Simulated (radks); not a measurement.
The numbers below are computed, except where a source is named.
Excited configurations of Yb: one electron is placed in a higher orbital outside [Xe] 4f14 6s1. The ground configuration is [Xe] 4f14 6s2. Level of theory: Dirac Kohn-Sham, BLYP, spin-unpolarised, spherical densities, point nucleus; open shells fill j = l - 1/2 first (a radial shooting solver on a logarithmic mesh with Libxc functionals). Excitation = E - E(ground); binding = E(ion) - E, where the ion is the core of charge +1; n* = 1/sqrt(2 binding) in atomic units, and the quantum defect is n - n*.

[
 {"outer orbital": "5d3/2", "excitation (eV)": "3.173", "binding (eV)": "3.336", "quantum defect": "2.980", "<r> (bohr)": "4.144"},
 {"outer orbital": "6p1/2", "excitation (eV)": "2.770", "binding (eV)": "3.739", "quantum defect": "4.092", "<r> (bohr)": "5.275"},
 {"outer orbital": "6d3/2", "excitation (eV)": "5.150", "binding (eV)": "1.359", "quantum defect": "2.836", "<r> (bohr)": "12.08"},
 {"outer orbital": "7s1/2", "excitation (eV)": "4.375", "binding (eV)": "2.134", "quantum defect": "4.475", "<r> (bohr)": "9.749"},
 {"outer orbital": "7p1/2", "excitation (eV)": "4.900", "binding (eV)": "1.608", "quantum defect": "4.092", "<r> (bohr)": "12.27"}
]

The Delta-SCF ionisation energy is 6.509 eV (NIST Atomic Spectra Database: 6.254 eV, measured). Self-interaction in the functional shifts the binding energies and quantum defects, so they are the method's values and not measured ones. Spin polarisation and multiplet splitting are left out, so open shells lie too high by an amount that depends on their filling.

Beside tabulated values, note that spin-unpolarised runs miss the spin-polarisation part of the exchange energy of open shells.
